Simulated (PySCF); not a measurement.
Radial density of Sc³⁺ (scandium, charge +3)

B3LYP, [Ar], closed-shell 1S. Computed with PySCF 2.14 in def2-SVP (5s3p2d1f, 31 functions), with the non-relativistic Hamiltonian (point nucleus).

```json
{"r (bohr)": "0.00136", "4πr²ρ (e/bohr)": "0.1339"}
{"r (bohr)": "0.00229", "4πr²ρ (e/bohr)": "0.3698"}
{"r (bohr)": "0.00386", "4πr²ρ (e/bohr)": "0.9865"}
{"r (bohr)": "0.00649", "4πr²ρ (e/bohr)": "2.486"}
{"r (bohr)": "0.0109", "4πr²ρ (e/bohr)": "5.859"}
{"r (bohr)": "0.0184", "4πr²ρ (e/bohr)": "12.12"}
{"r (bohr)": "0.0309", "4πr²ρ (e/bohr)": "20.47"}
{"r (bohr)": "0.0520", "4πr²ρ (e/bohr)": "24.74"}
{"r (bohr)": "0.0874", "4πr²ρ (e/bohr)": "20.10"}
{"r (bohr)": "0.147", "4πr²ρ (e/bohr)": "19.83"}
{"r (bohr)": "0.247", "4πr²ρ (e/bohr)": "26.29"}
{"r (bohr)": "0.416", "4πr²ρ (e/bohr)": "13.48"}
{"r (bohr)": "0.700", "4πr²ρ (e/bohr)": "6.938"}
{"r (bohr)": "1.18", "4πr²ρ (e/bohr)": "7.148"}
{"r (bohr)": "1.98", "4πr²ρ (e/bohr)": "1.179"}
{"r (bohr)": "3.33", "4πr²ρ (e/bohr)": "0.01087"}
{"r (bohr)": "5.60", "4πr²ρ (e/bohr)": "0.0004969"}
```
